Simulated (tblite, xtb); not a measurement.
pinacolborane (C6H13BO2), singlet, at a GFN2-xTB geometry. Base run: xtb with GFN1-xTB.

Input for xtb:
```
$ xtb mol.xyz --gfn 1 --json

# file mol.xyz
22

C     -1.77504489    -0.15419211     0.95810353
C     -0.76840575    -0.13730342    -0.19880335
C     -1.15823124    -1.21383039    -1.21017274
O     -0.86942477     1.14841393    -0.81692468
B      0.21679455     1.88224231    -0.47765229
O      1.13781395     1.18178064     0.22559658
C      0.73092190    -0.18813684     0.28138958
C      0.93589637    -0.71651378     1.70003172
C      1.64641146    -0.96262237    -0.67469209
H     -2.76727097     0.03377745     0.55440757
H     -1.54858855     0.63559343     1.66969349
H     -1.77551462    -1.11521817     1.46352174
H     -2.20548957    -1.08539787    -1.47234630
H     -0.57277491    -1.13035295    -2.12003870
H     -1.02218357    -2.20221407    -0.77984665
H      0.34570089     3.00142624    -0.76166501
H      0.43205319    -0.09141387     2.43008365
H      1.99904572    -0.70697816     1.92719343
H      0.56858196    -1.73602217     1.77924377
H      1.55575249    -0.57339505    -1.68547743
H      2.67628670    -0.82371634    -0.35394660
H      1.41402789    -2.02326310    -0.66707659
```

Programs used: tblite, xtb; a row that names a program was run with it.

The base run was repeated with changes; each row names its change, and settings that it needs were set with it.

```csv
change,ΔE vs base (kJ/mol),HOMO-LUMO gap (eV),dipole (D),SCF cycles
base,0.00,7.52,2.69,11
etemp = 3000,0.00,7.52,2.69,11
gbsa = thf,___,___,___,10
acc = 0.0001,0.00,7.52,2.69,16
etemp = 5000,-0.04,7.52,2.69,11
program = tblite; method = gfn1; option = --grad,0.00,-,-,-
program = tblite; method = gfn1; option = --spin-polarized,0.00,-,-,-
program = tblite; method = gfn1,0.00,-,-,-
"program = tblite; method = gfn1; option = (--efield, 0,0,0.1)",-1.52,-,-,-
"program = tblite; method = gfn1; option = (--guess, eeq)",0.00,-,-,-
"program = tblite; method = gfn1; option = (--alpb, water)",___,-,-,-
```

Question: Fill in the missing entries.

Answer: 
- gbsa = thf, ΔE vs base (kJ/mol): -26.19
- gbsa = thf, HOMO-LUMO gap (eV): 7.35
- gbsa = thf, dipole (D): 3.07
- program = tblite; method = gfn1; option = (--alpb, water), ΔE vs base (kJ/mol): -8.59

ALPB and GBSA are two models with their own fitted parameters for each solvent, which aren't always the measured dielectric constant.
